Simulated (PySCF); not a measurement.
Shapes and spin states of CI₂

Level of theory: PBE0 in PySCF with C def2-SVP, I def2-SVP with ECP28; scalar-relativistic core potentials, no spin–orbit coupling; density-fitted integrals.

Relaxations began from a few typed shapes and spin states; open shells are unrestricted. The search is not exhaustive: other isomers or separated fragments can lie lower, and high-lying points may rest on an excited occupation.

(1) Order these stationary points by electronic energy, lowest first, in kJ/mol from the lowest minimum.
A. singlet D∞h: C–I 1.947 Å (×2); I–C–I 180.0°
B. broken-symmetry Ms = 0 (⟨S²⟩ 0.37) C2v: C–I 2.089 Å (×2); I–C–I 115.5°
C. singlet (closed shell, unstable to spin polarisation) C2v: C–I 2.103 Å (×2); I–C–I 112.6°
D. triplet C2v: C–I 2.030 Å (×2); I–C–I 133.4°

(2) Which of them are minima?

Results:

(1) B (0.0), C (3.7), D (12.6), A (196.8).

(2) By energy in kJ/mol, 0.0: minimum; 3.7: minimum of the closed-shell surface only; 12.6: minimum; 196.8: saddle point, 1 imaginary mode.

For the lowest minimum: the determinant is spin-contaminated (⟨S²⟩ = 0.37, pure value 0.00). The spin densities have lower symmetry than the nuclear frame.

The electron or spin density has lower symmetry than the nuclear frame for the singlet D∞h at 196.8 kJ/mol.
